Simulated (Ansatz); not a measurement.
Reaction (redistribution): `C[CH2][Zn][Cl]` + `[CH3][Bi]([F])[F]` → `C[CH2][Zn][F]` + `[CH3][Bi]([F])[Cl]`

Program: Ansatz. Geometries: PBE0-D4/def2-TZVP. ΔE: electronic, gas phase. CBS: MP2 limit from def2 TZ/QZ plus the TZ coupled-cluster correction, frozen cores. DFT in def2-TZVPP. B3LYP here is the variant with VWN-RPA as its local correlation; programs differ in this. HSE06 is defined as in plane-wave codes. def2 core potentials past Kr. For Bi, Zn outer-core shells are correlated without core-valence functions, which leaves a few kJ/mol of doubt a bond. Scalar relativity is left out up to krypton. One conformer a species, not always the lowest.

```tsv
level	ΔE (kJ/mol)	difference from CCSD(T)/CBS
revPBE-D4	17.4	-3.6
r2SCAN-D4	21.6	0.6
B3LYP-D4	17.6	-3.4
r2SCAN0-D4	22.1	1.1
HSE06-D4	19.6	-1.4
BHLYP-D4	19.7	-1.3
revPBE	19.4	-1.6
PBE0	21.2	0.2
HSE06	20.8	-0.2
CAM-B3LYP	23.0	2.0
HF/def2-SVP	18.4	-2.6
HF/def2-TZVPP	26.8	5.8
MP2/def2-TZVPP	14.9	-6.1
HF/def2-QZVPP	26.9	5.9
MP2/def2-QZVPP	16.3	-4.7
CCSD/CBS(def2)	21.6	0.6
CCSD(T)/CBS	21.0	0
```

Largest T1 diagnostic among the species: 0.015.

At CCSD(T), def2-SVP lies −7.1 kJ/mol from the extrapolated value and def2-TZVPP −2.3 kJ/mol. In def2-TZVPP, CCSD(T) changes the Hartree–Fock value by −8.0 kJ/mol (the triples alone add −0.5 kJ/mol) and MP2 by −11.9 kJ/mol. Leaving LDA and LC-ωPBE aside and taking each functional with its dispersion term where it has one, the values, not all of them listed here, spread over 8.6 kJ/mol, from BLYP-D4 to ωB97X-V.
